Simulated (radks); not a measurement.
Values are calculated unless marked as measured or tabulated.
Q: All-electron atom: Sb+ in [Kr] 4d10 5s2 5p2. Code: a radial shooting solver on a logarithmic mesh with Libxc functionals. Model: Dirac Kohn-Sham, Slater X-alpha with alpha = 0.932, spin-unpolarised, spherical densities, finite nucleus; open shells are shared between the two j in proportion to 2j + 1; Fermi nuclear charge, rms radius 4.6802 fm. Some entries of the table are withheld. Estimate them.

| orbital | occ. | eigenvalue (hartree) | <1/r> (bohr^-1) | r(max) (bohr) |
|---|---|---|---|---|
| 1s1/2 | 2 | -1118.655 | 54.37 | (1) |
| 2s1/2 | 2 | -171.5252 | 12.66 | 0.1036 |
| 2p1/2 | 2 | -160.9050 | 12.66 | 0.07951 |
| 2p3/2 | 4 | -151.5327 | 11.75 | 0.08413 |
| 3s1/2 | 2 | -34.23997 | 4.504 | 0.2987 |
| 3p1/2 | 2 | -29.83137 | 4.420 | 0.2847 |
| 3p3/2 | 4 | -28.08768 | 4.195 | 0.2951 |
| 3d3/2 | 4 | -20.22827 | 4.051 | 0.2403 |
| 3d5/2 | 6 | -19.86196 | 3.993 | 0.2433 |
| 4s1/2 | 2 | (2) | 1.791 | 0.7169 |
| 4p1/2 | 2 | -4.53091 | 1.680 | 0.7380 |
| 4p3/2 | 4 | -4.20323 | 1.607 | 0.7623 |
| 4d3/2 | 4 | -1.78017 | 1.341 | 0.8268 |
| 4d5/2 | 6 | -1.73115 | 1.322 | 0.8358 |
| 5s1/2 | 2 | -0.83959 | 0.6246 | 1.822 |
| 5p1/2 | 0.666667 | -0.52059 | 0.5212 | 2.103 |
| 5p3/2 | 1.33333 | -0.48893 | 0.4997 | 2.186 |

A: 
(1) 1s1/2 r(max) (bohr): 0.01833
(2) 4s1/2 eigenvalue (hartree): -6.04392
